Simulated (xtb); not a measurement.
C38H30, SMILES C1=CC(C(c2ccccc2)(c2ccccc2)c2ccccc2)C=CC1=C(c1ccccc1)c1ccccc1. All values are semi-empirical tight-binding results from xtb (GFN2-xTB unless named), good for trends rather than for accurate numbers. Coordinates come from a GFN2-xTB optimisation. One conformer was computed; it need not be the lowest.

orbital gap: 2.38 eV
dipole moment: 0.81 D
zero-point energy: 341.4 kcal/mol
G − E(el) at 298.15 K (modified RRHO): 304.0 kcal/mol
static polarisability (D4 model): 404.3 bohr³
solvation energy, GFN2-xTB/ALPB(water): -3.2 kcal/mol
solvation energy, GFN2-xTB/ALPB(ether): -21.7 kcal/mol

Q: Give the IR lines (harmonic; lines under 4 % of the strongest left out, lines within 3 cm⁻¹ merged). (Estimate from the structure and the level; the computed values follow.)

A: ν (cm⁻¹): 685 (w), 761 (w), 826 (w), 1209 (w), 1600 (w), 1685 (w), 2905 (w), 3061 (w), 3068 (w), 3072 (w), 3075 (m), 3079 (s), 3085 (s), 3088 (vs), 3095 (s) (against the strongest line: vs over 80 %, s over 45 %, m over 15 %, w over 4 %, vw less)
